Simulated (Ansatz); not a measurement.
CH6N2OSi can be A, `NC(=O)N[SiH3]`, or B, `N=C(N)O[SiH3]`.

Isolated molecules relaxed with PBE0-D4/def2-TZVP in Ansatz; ΔE leaves out vibrations. CCSD(T)/CBS is the MP2 limit (def2-TZVPP, def2-QZVPP) plus CCSD(T) − MP2 in def2-TZVPP, frozen cores. Functionals use def2-TZVPP. B3LYP here is the variant with VWN-RPA as its local correlation; programs differ in this. One conformer a species, not always the lowest.

A:

Z-matrix (Å, degrees):
```
Si
N 1 1.750
H 1 1.480 2 111.4
H 1 1.488 2 103.4 3 117.4
H 1 1.480 2 112.2 3 -125.0
C 2 1.369 1 116.3 3 63.4
H 2 1.006 1 123.5 3 -124.1
O 6 1.219 2 120.0 1 -0.9
N 6 1.368 2 117.1 1 177.5
H 9 1.005 6 114.7 2 169.5
H 9 1.004 6 120.1 2 23.1
```

B:

Z-matrix (Å, degrees):
```
Si
O 1 1.664
H 1 1.484 2 110.5
H 1 1.478 2 104.5 3 -119.4
H 1 1.484 2 110.5 3 121.1
C 2 1.358 1 123.9 3 -60.6
N 6 1.363 2 110.1 1 -176.5
N 6 1.268 2 127.9 1 1.9
H 7 1.004 6 117.1 2 -22.3
H 7 1.004 6 115.3 2 -166.8
H 8 1.014 6 113.6 2 -1.9
```

(1) Which is lower in electronic energy at CCSD(T)/CBS, and by how much? (An estimate is asked.)

(2) Give E(B) − E(A) in kJ/mol with PBE-D4, CCSD/def2-TZVPP, r2SCAN-D4, CCSD(T)/def2-TZVPP, B3LYP, MP2/def2-TZVPP, B3LYP-D4. (Estimate.)

Largest T1 diagnostic: 0.014.

Results:

(1) The calculation gave: A, by 43.0 kJ/mol.

(2) Computed: PBE-D4 49.4, CCSD/def2-TZVPP 43.4, r2SCAN-D4 47.2, CCSD(T)/def2-TZVPP 42.9, B3LYP 45.0, MP2/def2-TZVPP 45.6, B3LYP-D4 45.1. None reverses the order clearly.
